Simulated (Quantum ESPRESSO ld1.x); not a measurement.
Values are calculated unless marked as measured or tabulated.
Question: Gd17+, 47 electrons, occupied as [Kr] 4d10 4f1. Code: ld1.x of Quantum ESPRESSO 7.5. Model: scalar-relativistic Kohn-Sham, LDA (Slater exchange, VWN5 correlation), spin-polarised, spherical densities, point nucleus; open shells are filled with parallel spins first. Some entries of the table are withheld. Estimate them.

orbital  occ.  eigenvalue (eV)  r(max) (bohr)
1s down     1         -50450.6        0.01393
1s up       1         -50450.6        0.01393
2s up       1         -8659.42        0.07907
2s down     1         -8659.39        0.07907
2p up       3         -7752.09        0.06396
2p down     3         -7752.07        0.06396
3s up       1         -2227.86         0.2245
3s down     1         -2227.17         0.2244
3p up       3         -1946.72         0.2202
3p down     3         -1946.04         0.2202
3d up       5         -1574.86         0.1800
3d down     5         -1574.33         0.1800
4s up       1         -743.083         0.5091
4s down     1         -741.771         0.5092
4p up       3         -647.170         0.5286
4p down     3         -645.890         0.5286
4d up       5         -514.346         0.5406
4d down     5         -513.093         0.5406
4f up       1         -367.296         0.5003
4f down     0         -366.004         0.5005
5s up       0              (1)          1.029
5s down     0              (2)          1.030
5p up       0         -311.394          1.093
5p down     0         -310.636          1.094
5d up       0         -260.899          1.192
5d down     0         -260.232          1.193
5f up       0         -207.018          1.327
5f down     0         -206.445          1.330

Answer: 
(1) 5s up eigenvalue (eV): -347.122
(2) 5s down eigenvalue (eV): -346.302
